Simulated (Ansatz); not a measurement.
C$_{3}$H$_{3}$AlOSe (`O=[CH][AlH][C]#C[SeH]`) at its PBE0-D4/def2-TZVP geometry, where that method's forces vanish. Total charge 0; spin multiplicity 1.

```xyz
9

O     1.1186   -0.8057   -2.1478
C     0.1180   -1.4395   -1.9023
Al   -0.9309   -1.0637   -0.2078
C    -0.3307    0.3788    0.8514
C     0.0785    1.3171    1.5143
Se    0.5948    2.6888    2.5826
H    -0.1938   -2.2308   -2.6333
H    -2.1837   -1.9356    0.2091
H     1.7293    3.0905    1.7337
```

What forces (eV/Å) does B3LYP-D4/def2-TZVPP give on these atoms in the Gaussian-basis code of Ansatz? (An estimate is asked.)

Computed: 
```
O1   0.257  0.159 -0.072
C2  -0.258 -0.182  0.038
Al3 -0.080 -0.033  0.054
C4  -0.010 -0.017 -0.009
C5  -0.095 -0.219 -0.154
Se6  0.039  0.179  0.173
H7   0.011  0.022  0.020
H8   0.078  0.053 -0.029
H9   0.058  0.038 -0.021
```

B3LYP here is the variant with VWN-RPA as its local correlation; programs differ in this.
